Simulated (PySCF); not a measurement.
C2H6Bi, SMILES [CH3][Bi+][CH3] (connectivity only; charge and spin as stated), charge +1, multiplicity 1. Atoms are numbered in the order given.

```xyz
9

Bi     0.0000     0.0000     0.2868
C      1.6234     0.0061    -1.2357
H      2.5925     0.2339    -0.7736
H      1.6491    -1.0068    -1.6770
H      1.3785     0.7214    -2.0362
C     -1.6234    -0.0061    -1.2357
H     -1.6491     1.0068    -1.6770
H     -1.3785    -0.7214    -2.0362
H     -2.5925    -0.2339    -0.7736
```
Charge +1, spin multiplicity 1.

Geometry: PBE0-D3(BJ)/def2-SVP. The spin state was assumed, not searched. The isomer is the one that the SMILES or the coordinates give; other isomers of the formula were not compared. The def2 effective core potentials stand for the cores of Bi; spin–orbit coupling is left out.

Computed with PBE0-D3(BJ)/def2-SVP run with PySCF 2.14.0.

Frequencies are harmonic and unscaled.

Computed vibrational spectrum:
| mode | ν (cm⁻¹) | IR (km/mol) | moving atoms (share of kinetic energy) |
|---|---|---|---|
| 1 | 54 | 0.2 | H 98 % |
| 2 | 58 | 0.6 | H 94 % |
| 3 | 168 | 0.1 | C 62 %, H 32 % |
| 4 | 494 | 12.8 | C 74 %, H 19 % |
| 5 | 500 | 7.0 | C 77 %, H 17 % |
| 6 | 605 | 1.9 | H 87 %, C 12 % |
| 7 | 655 | 0.0 | H 87 %, C 13 % |
| 8 | 734 | 6.4 | H 87 %, C 12 % |
| 9 | 835 | 18.5 | H 81 %, C 19 % |
| 10 | 1199 | 2.8 | H 85 %, C 15 % |
| 11 | 1212 | 4.6 | H 85 %, C 15 % |
| 12 | 1382 | 8.7 | H 95 % |
| 13 | 1386 | 5.8 | H 95 % |
| 14 | 1403 | 10.5 | H 95 % |
| 15 | 1408 | 45.3 | H 95 % |
| 16 | 3042 | 19.6 | H 97 % |
| 17 | 3045 | 11.8 | H 97 % |
| 18 | 3155 | 0.0 | H 91 %, C 9 % |
| 19 | 3156 | 6.7 | H 91 %, C 9 % |
| 20 | 3216 | 3.7 | H 90 %, C 10 % |
| 21 | 3217 | 15.0 | H 90 %, C 10 % |
